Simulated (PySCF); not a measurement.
**Telling isomers of C₄H₆F₃N apart by NMR**

Theoretical values (PySCF 2.14): PBE0/pcSseg-1 with gauge-including orbitals, coordinates at the GFN2-xTB level. No solvent model, non-relativistic, averaged over atoms made equivalent by symmetry, fast rotation or ring inversion, single conformer.

Referencing at the same level of theory: ¹H (σ = 31.72 ppm) and ¹³C (σ = 186.93 ppm) against TMS. Splittings of carbon signals by F and P are missing where no couplings were computed. Where no couplings were computed, multiplicities follow the n + 1 count of equivalent neighbours, and m marks all less simple cases (inequivalent or close neighbours, rings, F or P nearby). Shifts are as computed. Against solution values, carbons near 30 ppm lie about +3 ppm off and those near 130 ppm about +5 ppm. Of 1211 compounds with measured shifts, 218 miss one by over three times the rms of a fit or turn the order of signals round; such compounds aren't used in these exercises. OH and NH positions are gas-phase values without hydrogen bonding to other molecules.

(1) Tabulate the signals of `NC/C=C\C(F)(F)F`, `C/C=N/CC(F)(F)F` and their relative energies.

(2) What is the quickest way to tell NC/C=C\C(F)(F)F from C/C=N/CC(F)(F)F?

Results:

(1) 
```tsv
SMILES	carbon types	δC	δH	E rel. (kcal/mol)
NC/C=C\C(F)(F)F	1×C 2×CH 1×CH2	155.3, 132.5, 126.2, 45.5	6.27 (m, 1H), 5.80 (m, 1H), 3.68 (d, 2H), 0.58 (br s, 2H)	8.4
C/C=N/CC(F)(F)F	1×C 1×CH 1×CH2 1×CH3	172.4, 133.3, 66.9, 27.1	7.95 (q, 1H), 4.11 (m, 2H), 2.20 (d, 3H)	0.0
```

Energies are electronic energies at PBE0/pcSseg-1 on these geometries, without zero-point or thermal terms, each for the one conformer computed, which needn't be the lowest.

(2) Both give the same number of carbon signals, but DEPT or the intensities differ. The first has an alkene CH at 126.2 ppm, the second a methyl carbon (CH3) at 27.1 ppm. Their most deshielded carbons lie at 155.3 and 172.4 ppm. In the proton spectra the most deshielded non-exchanging signals are 6.27 (m, 1H) and 7.95 (q, 1H).
